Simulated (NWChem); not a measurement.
System: C3H4S; SMILES C#CCS

The following NWChem deck was run.

```
start job
memory heap 200 mb stack 900 mb global 1100 mb
geometry units angstroms noautosym nocenter noautoz
  C      0.482500     2.313410     0.000000
  C     -0.129953     1.273360     0.000000
  C     -0.851409     0.010413     0.000000
  S      0.356123    -1.406435     0.000000
  H      1.016726     3.235916     0.000000
  H     -1.487910    -0.066951    -0.887491
  H     -1.487910    -0.066951     0.887491
  H     -0.583760    -2.378414     0.000000
end
basis spherical
  C library pcsseg-1
  S library pcsseg-1
  H library pcsseg-1
end
dft
  xc bhlyp
  iterations 150
end
property
  shielding 7 1 2 3 4 5 6 8
end
task dft property
```

Parts of the log:

```
             Northwest Computational Chemistry Package (NWChem) 7.3.0
             --------------------------------------------------------

                             Geometry "geometry" -> ""
                             -------------------------

 Output coordinates in angstroms (scale by  1.889725989 to convert to a.u.)

  No.       Tag          Charge          X              Y              Z
 ---- ---------------- ---------- -------------- -------------- --------------
    1 C                    6.0000     0.48250000     2.31341000     0.00000000
    2 C                    6.0000    -0.12995300     1.27336000     0.00000000
    3 C                    6.0000    -0.85140900     0.01041300     0.00000000
    4 S                   16.0000     0.35612300    -1.40643500     0.00000000
    5 H                    1.0000     1.01672600     3.23591600     0.00000000
    6 H                    1.0000    -1.48791000    -0.06695100    -0.88749100
    7 H                    1.0000    -1.48791000    -0.06695100     0.88749100
    8 H                    1.0000    -0.58376000    -2.37841400     0.00000000

 Effective nuclear repulsion energy (a.u.)     130.5238445529

                              NWChem Property Module
                              ----------------------

  itol2e modified to match energy
  convergence criterion.

                                 NWChem DFT Module
                                 -----------------

 Summary of "ao basis" -> "ao basis" (spherical)
 ------------------------------------------------------------------------------
       Tag                 Description            Shells   Functions and Types
 ---------------- ------------------------------  ------  ---------------------
 C                          pcsseg-1                 7       17   3s3p1d
 S                          pcsseg-1                10       24   4s5p1d
 H                          pcsseg-1                 3        5   2s1p

  itol2e modified to match energy
  convergence criterion.

[...]

          -----------------------------------------
          Chemical Shielding Tensors (GIAO, in ppm)
          -----------------------------------------

                                NWChem CPHF Module
                                ------------------

  scftype          =     RHF
  nclosed          =       19
  nopen            =        0
  variables        =     1444
  # of vectors     =        3
  tolerance        = 0.10D-03
  level shift      = 0.00D+00
  max iterations   =       50
  max subspace     =       30

 SCF residual:    6.0066122456124414E-005

Iterative solution of linear equations
  No. of variables     1444
  No. of equations        3
  Maximum subspace       30
        Iterations       50
       Convergence  1.0D-04

   iter   nsub   residual    time
   ----  ------  --------  ---------
     1      3    6.62D-01      17.5
     2      6    1.10D-01      19.1
     3      9    1.12D-02      20.7
     4     12    1.66D-03      22.4
     5     15    2.66D-04      24.0
     6     18    1.85D-05      25.7

      Atom:    1  C
        Diamagnetic
    255.8322     15.4881      0.0000
     15.4881    273.0865     -0.0000
      0.0000     -0.0000    245.8985

        Paramagnetic
   -172.9317     73.2897      0.0000
     73.2897    -73.4433      0.0000
      0.0000      0.0000   -213.8033

        Total Shielding Tensor
     82.9005     88.7778      0.0000
     88.7778    199.6432      0.0000
      0.0000      0.0000     32.0952

           isotropic =     104.8796
          anisotropy =     213.9609

          Principal Components and Axis System
                 1           2           3
              247.5202     35.0235     32.0952

      1         0.4747      0.8802     -0.0000
      2         0.8802     -0.4747      0.0000
      3         0.0000      0.0000      1.0000

      Atom:    2  C
        Diamagnetic
    258.6630     14.8710     -0.0000
     14.8710    280.7194     -0.0000
     -0.0000     -0.0000    249.7936

        Paramagnetic
   -177.4958    113.1003     -0.0000
    113.1003    -54.1663      0.0000
     -0.0000      0.0000   -248.7007

        Total Shielding Tensor
     81.1671    127.9713     -0.0000
    127.9713    226.5531      0.0000
     -0.0000      0.0000      1.0929

           isotropic =     102.9377
          anisotropy =     297.1483

          Principal Components and Axis System
                 1           2           3
              301.0366      6.6836      1.0929

      1         0.5030      0.8643      0.0000
      2         0.8643     -0.5030     -0.0000
      3         0.0000     -0.0000      1.0000

      Atom:    3  C
        Diamagnetic
    244.7330     -1.0456     -0.0000
     -1.0456    261.5920     -0.0000
     -0.0000     -0.0000    240.7539

        Paramagnetic
    -69.6926     -1.0381      0.0000
     -1.0381    -86.3440      0.0000
      0.0000      0.0000    -89.4768

        Total Shielding Tensor
    175.0404     -2.0837      0.0000
     -2.0837    175.2479      0.0000
      0.0000      0.0000    151.2771

           isotropic =     167.1885
          anisotropy =      15.0630

          Principal Components and Axis System
                 1           2           3
              177.2305    173.0579    151.2771

      1        -0.6893      0.7245     -0.0000
      2         0.7245      0.6893     -0.0000
      3         0.0000      0.0000      1.0000

      Atom:    4  S
        Diamagnetic
   1053.8519     -3.7892     -0.0000
     -3.7892   1061.0572      0.0000
     -0.0000      0.0000   1047.8875

[...]
```

Level: BHandHLYP/pcSseg-1, GIAO. Structure relaxed at the B3LYP/6-31G* (spherical d) level. The output numbers the shielded atoms by their place in the input's list. The printed shielding anisotropy is the first printed principal value minus the mean of the other two.
